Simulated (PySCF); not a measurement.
CH5AlS2, SMILES [CH3][Al]([SH])[SH].

The structure is a stationary point at B3LYP-D3(BJ)/def2-SVP. The structure was generated by enumeration; whether it is a known compound was not checked. Other conformers were not sampled.

Method: TDDFT-PBE/def2-SVPD run with PySCF.

Vertical excitations. 

Question: Estimate the UV-visible absorptions. (Estimate from the structure and the level; the computed values follow.)

Answer: 
```json
[
 {"state": "S1", "energy (eV)": "5.08", "λ (nm)": "244", "f": "0.001", "main pairs": "HOMO→LUMO+1 84 %, HOMO→LUMO 16 %"},
 {"state": "S2", "energy (eV)": "5.35", "λ (nm)": "232", "f": "0.050", "main pairs": "HOMO→LUMO 72 %, HOMO→LUMO+1 15 %"},
 {"state": "S3", "energy (eV)": "5.45", "λ (nm)": "227", "f": "0.004", "main pairs": "HOMO→LUMO+2 94 %"},
 {"state": "S4", "energy (eV)": "5.61", "λ (nm)": "221", "f": "0.067", "main pairs": "HOMO−1→LUMO+1 82 %, HOMO−1→LUMO 14 %"},
 {"state": "S5", "energy (eV)": "5.83", "λ (nm)": "213", "f": "0.017", "main pairs": "HOMO−1→LUMO 74 %"},
 {"state": "S6", "energy (eV)": "5.96", "λ (nm)": "208", "f": "0.020", "main pairs": "HOMO−1→LUMO+2 92 %"},
 {"state": "S7", "energy (eV)": "6.06", "λ (nm)": "205", "f": "0.001", "main pairs": "HOMO−2→LUMO 71 %"},
 {"state": "S8", "energy (eV)": "6.08", "λ (nm)": "204", "f": "0.003", "main pairs": "HOMO−3→LUMO 85 %"},
 {"state": "S9", "energy (eV)": "6.19", "λ (nm)": "200", "f": "0.096", "main pairs": "HOMO−3→LUMO+1 75 %"},
 {"state": "S10", "energy (eV)": "6.23", "λ (nm)": "199", "f": "0.035", "main pairs": "HOMO→LUMO+3 84 %"},
 {"state": "T1", "energy (eV)": "4.74", "λ (nm)": "262", "f": "0", "main pairs": "HOMO→LUMO 94 %"},
 {"state": "T2", "energy (eV)": "4.91", "λ (nm)": "252", "f": "0", "main pairs": "HOMO→LUMO+1 94 %"},
 {"state": "T3", "energy (eV)": "5.06", "λ (nm)": "245", "f": "0", "main pairs": "HOMO−1→LUMO 93 %"},
 {"state": "T4", "energy (eV)": "5.19", "λ (nm)": "239", "f": "0", "main pairs": "HOMO→LUMO+2 96 %"}
]
```
Triplets are in the Tamm–Dancoff approximation, which puts them higher than full response would, so one can lie above its singlet here.
